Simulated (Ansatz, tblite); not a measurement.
Cost and result up the ladder for the cluster VO3 (the lowest doublet isomer of a short search) (4 atoms). The state is a doublet with charge 0. Geometry: PBE0-D4/def2-TZVP.

```xyz
4

V     0.2072   -0.4201    0.4298
O    -0.6226    1.1504    0.2184
O     1.6277   -0.8234   -0.1181
O    -1.2123    0.0931   -0.5301
```

Ansatz on 4 threads of Arm Neoverse V2 on a shared host; xTB runs through tblite on one thread. Times are rough, summed over both states, and most runs start from the orbitals of an earlier one. PBE0-D4/def2-TZVP serves as the yardstick here, not as an exact answer. The other state is a triplet.

The xTB rows come from tblite. The structure holds one bond between oxygen atoms, so isomers without such links may lie far lower. At PBE0-D4/def2-TZVP a singlet of charge 1 lies 0.25 eV below the triplet, each at its own geometry. The structure comes from a short search, and lower isomers may exist.

Run but left out: GFN1-xTB (tight binding far off the other levels).

Raw xTB energies of ions are shifted by several eV, and xTB has no spin-polarisation term.

```tsv
level	functions	wall time	vertical IE (eV)	difference from PBE0-D4/def2-TZVP (eV)	remarks
GFN2-xTB	21	0.004 s	17.08	7.32	–
PBE-D4/def2-TZVP	138	3.8 s	9.73	-0.03	lower spin may lie lower (+1 triplet)
PBE0-D4/def2-TZVP (with forces)	138	6.8 s	9.76	0.00	–
r2SCAN-D4/def2-TZVP	138	8.9 s	9.72	-0.04	–
```
